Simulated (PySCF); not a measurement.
Ge4H10.
SMILES: `[GeH3][GeH]([GeH3])[GeH3]`

Computed with PBE0-D3(BJ)/def2-SVP geometry optimisation, gas phase (PySCF 2.14.0).

Take the most abundant isotopes and a rigid rotor. 

Question: Give the principal moments of inertia and the rotational constants in MHz.

Answer: Ia = 660.29, Ib = 684.16, Ic = 1246.36 u·Å²; 505379 MHz·u·Å²/I gives A = 765.4, B = 738.7, C = 405.5 MHz.

Question: What kind of rotor is it?

Answer: An asymmetric top: κ = (2 × 738.7 − 765.4 − 405.5)/(765.4 − 405.5) = 0.85.

Question: What does the inertial defect say?

Answer: Not planar: Δ = Ic − Ia − Ib = -98.09 u·Å². For a rigid frame Δ = −2 Σ m c², so Σ m c² = 49.04 u·Å² lies off the ab plane: 14.27 from hydrogen and 34.77 from heavier atoms. The atom farthest from that plane is 2.14 Å away.

The dipole components are |μa| = 0.02 D, |μb| = 0.03 D, |μc| = 0.09 D.

Whether it is a minimum is left open (no frequencies). No vibrational averaging or centrifugal distortion is included, and the geometry carries the error of its method. A rigid rotor knows nothing of internal rotation, which can split or shift real lines.

The run took 9.8 min wall on an Arm Neoverse N1 with one thread, shared host with 64 logical CPUs at a one-minute load of 60, and the process peaked at 0.84 GiB of memory. This is the geometry optimisation.
